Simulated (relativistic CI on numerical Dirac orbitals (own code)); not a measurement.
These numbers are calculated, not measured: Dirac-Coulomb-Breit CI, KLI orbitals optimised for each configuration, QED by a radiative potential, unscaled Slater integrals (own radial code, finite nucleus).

CI space (outside the closed core [Ne]): 3s2 3p2, 3s2 3p 3d, 3s 3p3, 3s2 3d2, 3p4, 3s 3p2 3d, 3p2 3d2, 3s 3p 3d2, 3p3 3d, 3s2 3d 4s, 3s2 3d 4p, 3s 3p 3d 4s, 3p3 4s, 3s2 3p 4s, 3s 3p 3d 4p, 3p3 4p, 3s2 3p 4p, 3p2 3d 4s, 3s2 3p 4d, 3p2 3d 4p, 3s 3p2 4s, 3s2 3p 4f, 3s 3p2 4p, 3s 3p2 4d, 3s 3p2 4f, 3s2 4s2, 3s2 3p 5s, 3s2 3p 5p, 3s2 4s 4p, 3s2 3p 5d, 3s2 3p 5f, 3s2 3p 5g, 3s2 4p2, 3s 3p 4s2, 3s 3p2 5s, 3s 3p 4s 4p. Levels of other configurations are missing.

At this charge energies of transitions that change n are usually good to better than 1 %, and those within a shell (Δn = 0) to a few per cent.

Outline of the computed level scheme of Ta LX. Lowest level of each configuration: 3s2 3p2 3P_0 at 0.00 eV; 3s 3p3 3P°_2 at 490.46 eV; 3s2 3p 3d 3F°_2 at 542.18 eV; 3s 3p2 3d 3D_1 at 711.96 eV; 3p4 3P_2 at 1027.52 eV.

Some strong electric-dipole decays among the lowest 45 levels: 3s2 3p 3d 3D°_1 → 3s2 3p2 3P_0 (4.2e+12 s⁻¹); 3s 3p2 3d 3D_1 → 3s 3p3 3D°_1 (3.6e+12 s⁻¹); 3s2 3p 3d 3P°_1 → 3s2 3p2 3P_1 (3.2e+12 s⁻¹); 3s2 3p 3d 3D°_2 → 3s2 3p2 1D_2 (3.1e+12 s⁻¹); 3s2 3p 3d 3P°_0 → 3s2 3p2 3P_1 (3.0e+12 s⁻¹); 3s 3p2 3d 3D_2 → 3s 3p3 3P°_2 (2.8e+12 s⁻¹); 3s 3p2 3d 3D_1 → 3s2 3p 3d 3F°_2 (2.4e+12 s⁻¹); 3s 3p3 3S°_1 → 3s2 3p2 1D_2 (2.2e+12 s⁻¹).

LS names give the leading component of a level, which can be under half, so a name can repeat, a term be missing and a line seem to break the LS rules.
